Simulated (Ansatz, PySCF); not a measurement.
Gas-phase reaction (SMILES): NB(N)F + Cl (HCl) -> NB(N)Cl + F (HF); hydrogen chloride cleaves one B-F bond, a model of a ligand-exchange step.

Each molecule is optimised on its own at B3LYP-D3(BJ)/def2-TZVP (Ansatz, a first-principles code), one conformer each, not searched for the lowest. Correlated levels leave the core frozen unless marked. No spin-orbit coupling. No relativistic terms. Basis-set limits of correlation are two-point, X^-3; Hartree-Fock from the larger set. Thermal terms are rigid-rotor harmonic-oscillator values from B3LYP-D3(BJ) frequencies (Ansatz or PySCF) at 298.15 K and 1 atm. 1 Eh = 627.5095 kcal/mol.

```csv
species,"E, CCSD(T)/CBS(cc-pV(T+d)Z,cc-pV(Q+d)Z) (Ansatz) (Eh)","E, PBE/def2-TZVPD (Ansatz) (Eh)",H - E (Eh),G - E (Eh)
NB(N)F,-236.54350,-236.58941,0.06612,0.03359
Cl (HCl),-460.37849,-460.62833,0.01000,-0.01120
NB(N)Cl,-596.51354,-596.80662,0.06511,0.03152
F (HF),-100.39146,-100.39521,0.01259,-0.00713
```

**Question.** Work out ΔE and ΔH, ΔG, ΔS and the equilibrium constant at 298.15 K at the first level, then ΔH at the second.

**Answer.** 
1. ΔE = [(-596.51354) + (-100.39146)] - [(-236.54350) + (-460.37849)] = 0.01699 Eh = 10.7 kcal/mol at CCSD(T)/CBS(cc-pV(T+d)Z,cc-pV(Q+d)Z).
2. The terms H - E add up to 0.00158 Eh, so ΔH = (0.01699 + (0.00158))×627.5095 = 11.7 kcal/mol.
3. The terms G - E add up to 0.00200 Eh, so ΔG = 11.9 kcal/mol, and ΔS = (0.00158 - (0.00200))×627509.5/298.15 = -0.9 cal/(mol K).
4. log10 K = -ΔG/(RT ln 10) = -8.7, with RT ln 10 = 1.3642 kcal/mol.
5. At PBE/def2-TZVPD the same steps give ΔE = 10.0 and ΔH = 11.0 kcal/mol, a shift of -0.7 from the first level.
6. These values are not checked against measurement here, since the tables used lack a sound gas-phase enthalpy of formation for at least one species.
